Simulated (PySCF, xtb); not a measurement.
C4H7Br, SMILES C1C(C)(C1)Br.

Harmonic wavenumbers (cm⁻¹) from GFN2-xTB (xtb) at its own minimum, in rising order: 188, 258, 276, 286, 368, 467, 793, 844, 904, 956, 957, 1060, 1075, 1101, 1106, 1140, 1177, 1373, 1413, 1432, 1477, 1480, 1488, 3014, 3022, 3028, 3082, 3085, 3095, 3108.

Task: What does PBE-D3(BJ)/def2-SVP in PySCF give at its own minimum? (An estimate is asked for; the answer gives what the named calculation found.)

Result: 234, 261, 286, 290, 367, 474, 740, 798, 842, 907, 912, 991, 1025, 1033, 1078, 1126, 1165, 1297, 1354, 1373, 1398, 1415, 1436, 2969, 3060, 3061, 3064, 3070, 3157, 3166. Paired by order, the mean absolute difference is 41 cm⁻¹ and the zero-point energies are 61.5 and 60.5 kcal/mol.
